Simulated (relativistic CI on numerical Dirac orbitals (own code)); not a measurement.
# Calculated levels, Ta LII

Calculated at this level of theory: Dirac-Coulomb-Breit CI, separate exchange-only KLI orbitals for each configuration, model QED (radiative potential, 1s self-energy scaled to tabulated hydrogen-like ionisation energies), unscaled Slater integrals (own radial code, finite nucleus).

Configuration list (outside the closed core [Ne]): 3s2.3p6.3d4, 3s2.3p5.3d5, 3s.3p6.3d5, 3s2.3p6.3d3.4s, 3s2.3p6.3d3.4p, 3s2.3p6.3d3.4d, 3s2.3p5.3d4.4s, 3s2.3p6.3d3.4f, 3s2.3p5.3d4.4p, 3s.3p6.3d4.4s, 3p6.3d5.4p, 3s.3p6.3d4.4p, 3s2.3p6.3d2.4s.4p, 3s2.3p6.3d3.5s, 3s.3p6.3d4.4d, 3s2.3p6.3d3.5p, 3s2.3p6.3d3.5d, 3s2.3p6.3d3.5g, 3s2.3p6.3d3.6s, 3p6.3d6, 3p5.3d7, 3p5.3d6.4s, 3p6.3d5.4s, 3p5.3d5.4s2, 3s2.3p6.3d2.4s2, 3s2.3p6.3d.4s2.4p, 3s2.3p6.3d.4s2.4d, 3s2.3p6.3d2.4p2, 3s2.3p6.3d.4s.4p2, 3s2.3p6.3d.4p3, 3s2.3p6.3d.4p2.4d, 3s2.3p5.3d2.4s.4p2, 3s2.3p6.3d2.4s.4d, 3s2.3p6.3d.4s.4p.4d, 3s2.3p6.3d.4s.4d2, 3s2.3p5.3d2.4s2.4d, 3s.3p6.3d3.4s2, 3s.3p6.3d2.4s2.4p, 3s.3p6.3d2.4s2.4d. Double excitations out of closed p, d and f shells are left out; levels of such configurations are missing from the list, as are those of other unlisted configurations, and high levels can miss mixing partners. These lack a partner that the ground configuration has and come out too high: 3s2.3p5.3d4.4p.

The lowest level is 3s2.3p6.3d4 3P_0, with 60 % of that term; Hund's rules for 3s2.3p6.3d4 give 5D with J = 0, of which the calculation keeps J, while another term leads.

```tsv
No.	Configuration	Term	J	E (eV)	%	Next component (%)	jj configuration (%)
1	3s2.3p6.3d4	3P	0	0.000	60	26 5D	3d3/2^4 (99)
2	3s2.3p6.3d4	5D	1	59.024	58	42 3P	3d3/2^3 3d5/2 (99)
3	3s2.3p6.3d4	3F	4	71.032	28	24 1G	3d3/2^3 3d5/2 (99)
4	3s2.3p6.3d4	5D	2	74.104	35	18 3D	3d3/2^3 3d5/2 (94)
5	3s2.3p6.3d4	3F	3	77.560	30	20 3G	3d3/2^3 3d5/2 (95)
6	3s2.3p6.3d4	5D	0	127.095	67	22 1S	3d3/2^2 3d5/2^2 (98)
7	3s2.3p6.3d4	5D	2	127.798	52	16 3F	3d3/2^2 3d5/2^2 (95)
8	3s2.3p6.3d4	3H	4	129.704	40	36 5D	3d3/2^2 3d5/2^2 (98)
9	3s2.3p6.3d4	5D	3	131.841	49	32 3G	3d3/2^2 3d5/2^2 (94)
10	3s2.3p6.3d4	3H	5	135.443	67	33 3G	3d3/2^2 3d5/2^2 (100)
11	3s2.3p6.3d4	1I	6	138.229	53	47 3H	3d3/2^2 3d5/2^2 (99)
12	3s2.3p6.3d4	3D	1	140.934	41	41 3P	3d3/2^2 3d5/2^2 (96)
13	3s2.3p6.3d4	3F	3	144.195	45	24 3D	3d3/2^2 3d5/2^2 (98)
14	3s2.3p6.3d4	3G	4	144.356	55	39 1G	3d3/2^2 3d5/2^2 (98)
15	3s2.3p6.3d4	3F	2	146.525	32	31 3D	3d3/2^2 3d5/2^2 (97)
16	3s2.3p6.3d4	3F	2	159.645	51	28 3P	3d3/2^2 3d5/2^2 (97)
17	3s2.3p6.3d4	3F	4	164.698	65	27 1G	3d3/2^2 3d5/2^2 (97)
18	3s2.3p6.3d4	1D	2	177.677	41	32 3P	3d3/2^2 3d5/2^2 (94)
19	3s2.3p6.3d4	3P	0	193.510	58	42 1S	3d3/2^2 3d5/2^2 (82)
20	3s2.3p6.3d4	5D	4	198.275	38	24 3H	3d3/2 3d5/2^3 (96)
21	3s2.3p6.3d4	3F	3	199.755	43	30 5D	3d3/2 3d5/2^3 (97)
22	3s2.3p6.3d4	3D	1	205.187	50	28 3P	3d3/2 3d5/2^3 (97)
23	3s2.3p6.3d4	3G	5	205.459	67	33 3H	3d3/2 3d5/2^3 (100)
24	3s2.3p6.3d4	3H	6	205.923	53	47 1I	3d3/2 3d5/2^3 (99)
25	3s2.3p6.3d4	3F	2	214.533	47	38 3P	3d3/2 3d5/2^3 (95)
26	3s2.3p6.3d4	3D	3	216.406	37	33 1F	3d3/2 3d5/2^3 (98)
27	3s2.3p6.3d4	1S	0	225.032	77	18 3P	3d3/2 3d5/2^3 (77)
28	3s2.3p6.3d4	3F	3	231.871	65	32 1F	3d3/2 3d5/2^3 (100)
29	3s2.3p6.3d4	3P	1	232.569	89	9 3D	3d3/2 3d5/2^3 (99)
30	3s2.3p6.3d4	1G	4	232.580	66	23 3F	3d3/2 3d5/2^3 (97)
31	3s2.3p6.3d4	1D	2	236.983	62	26 3P	3d3/2 3d5/2^3 (90)
32	3s2.3p6.3d4	3F	4	276.071	46	21 1G	3d5/2^4 (98)
33	3s2.3p6.3d4	1D	2	287.117	34	25 3D	3d5/2^4 (94)
34	3s2.3p6.3d4	3P	0	313.441	53	45 1S	3d5/2^4 (92)
35	3s2.3p5.3d5	5D°	4	356.935	31	25 3F°	3p3/2^3 3d5/2 (92)
36	3s2.3p5.3d5	3P°	2	363.912	24	17 3D°	3p3/2^3 3d5/2 (95)
37	3s2.3p5.3d5	3D°	3	372.796	28	22 5P°	3p3/2^3 3d5/2 (92)
38	3s2.3p5.3d5	3D°	1	405.022	36	19 3P°	3p3/2^3 3d5/2 (95)
39	3s2.3p5.3d5	7P°	4	411.631	40	15 3G°	3p3/2^3 3d3/2^3 3d5/2^2 (86)
40	3s2.3p5.3d5	5P°	3	419.171	22	18 3F°	3p3/2^3 3d3/2^3 3d5/2^2 (92)
41	3s2.3p5.3d5	5F°	5	422.313	34	29 5G°	3p3/2^3 3d3/2^3 3d5/2^2 (97)
42	3s2.3p5.3d5	5G°	6	423.104	36	35 3H°	3p3/2^3 3d3/2^3 3d5/2^2 (96)
43	3s2.3p5.3d5	3F°	2	423.816	24	21 5P°	3p3/2^3 3d3/2^3 3d5/2^2 (97)
44	3s2.3p5.3d5	5P°	1	425.762	39	28 3P°	3p3/2^3 3d3/2^3 3d5/2^2 (95)
45	3s2.3p5.3d5	3I°	7	428.273	44	38 5H°	3p3/2^3 3d3/2^3 3d5/2^2 (97)
```

Energies count from the lowest computed level; ° marks odd parity. Filled j subshells are mostly left out of the jj labels.

The mean weight of the leading LS term, summed over parents, in these 45 levels is 47 %, and that of the leading jj configuration (from the same eigenvectors) 95 %, so jj coupling describes them better and the LS labels are nominal.

At this charge energies of transitions that change n are usually good to better than 1 %, and those within a shell (Δn = 0) to a few per cent.

LS names give the leading component of a level, which can be under half, so a name can repeat, a term be missing and a line seem to break the LS rules.
